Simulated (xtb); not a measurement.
C4H7 (SMILES [CH]=C(C)C), doublet, geometry from GFN2-xTB. Base run: GFN0-xTB in xtb.

xtb was given this input:
```
$ xtb mol.xyz --gfn 0 --uhf 1 --json

# file mol.xyz
11

C     -0.01583438     0.01152779     1.49894858
C     -0.00222843     0.02374520     0.20492787
H     -0.02223869    -0.69129602     2.29786866
C      0.00269449     1.29161997    -0.60733811
H     -0.00662782     2.16401956     0.03942821
H      0.89090871     1.32760594    -1.23693731
H     -0.87224194     1.32254452    -1.25552371
C      0.01033407    -1.24161286    -0.64220029
H      0.00629703    -2.13018294    -0.01726348
H     -0.86735589    -1.25472468    -1.28612343
H      0.90146410    -1.24964698    -1.26747727
```

Each row names what was changed in the base input (with any setting that the change needs).

```json
[
 {"change": "base", "ΔE vs base (kcal/mol)": "0.000"},
 {"change": "acc = 0.1", "ΔE vs base (kcal/mol)": "0.000"},
 {"change": "acc = 0.0001", "ΔE vs base (kcal/mol)": "0.000"},
 {"change": "etemp = 10000", "ΔE vs base (kcal/mol)": "-20.79"}
]
```
